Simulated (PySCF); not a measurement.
## HTlO: one-bond stretch

Level of theory: PBE0 in PySCF with Tl def2-TZVP with ECP60, O def2-TZVP, H def2-TZVP; scalar-relativistic core potentials, no spin–orbit coupling; density-fitted integrals.

Rigid scan from the singlet minimum (Tl–H 1.649 Å, Tl–O 1.851 Å; H–Tl–O 180.0°). Coordinate: the bond from Tl to the last atom (H) scaled, the rest fixed. Energies in kJ/mol from the minimum.

```csv
scale of one bond,E (kJ/mol),dipole size (D)
0.92,15.7,4.98
0.96,3.5,4.87
1.00,0.0,4.76
1.05,4.5,4.60
1.12,21.9,4.38
1.20,51.2,4.11
1.35,116.7,3.62
1.55,203.1,–
1.80,292.4,–
2.20,387.8,–
```

At long bonds a restricted determinant can lie too high, and another spin state can fall below this curve.

Spin–orbit coupling, left out here, can matter for elements this heavy.

Other isomers or separated fragments may lie lower.
